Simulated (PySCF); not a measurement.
Sb(F)2(OH) (F2HOSb), SMILES [OH][Sb]([F])[F].

Geometry: B3LYP-D3(BJ)/def2-SVP. The def2 effective core potentials stand for the cores of Sb; spin–orbit coupling is left out. One conformer was computed; it need not be the lowest.

Calculation: r2SCAN/def2-TZVPD run with PySCF.

Symmetry labels are those of the subgroup Cs that the program uses (full group Cs).

Computed valence orbital energies around the gap with their symmetry:
| orbital | symmetry | energy (eV) |
|---|---|---|
| HOMO−7 | A" | -11.45 |
| HOMO−6 | A' | -10.61 |
| HOMO−5 | A' | -10.38 |
| HOMO−4 | A" | -9.93 |
| HOMO−3 | A" | -9.68 |
| HOMO−2 | A' | -9.38 |
| HOMO−1 | A' | -8.42 |
| HOMO | A" | -8.38 |
| LUMO | A" | -2.15 |
| LUMO+1 | A' | -1.98 |
| LUMO+2 | A' | -0.72 |
| LUMO+3 | A' | 0.66 |
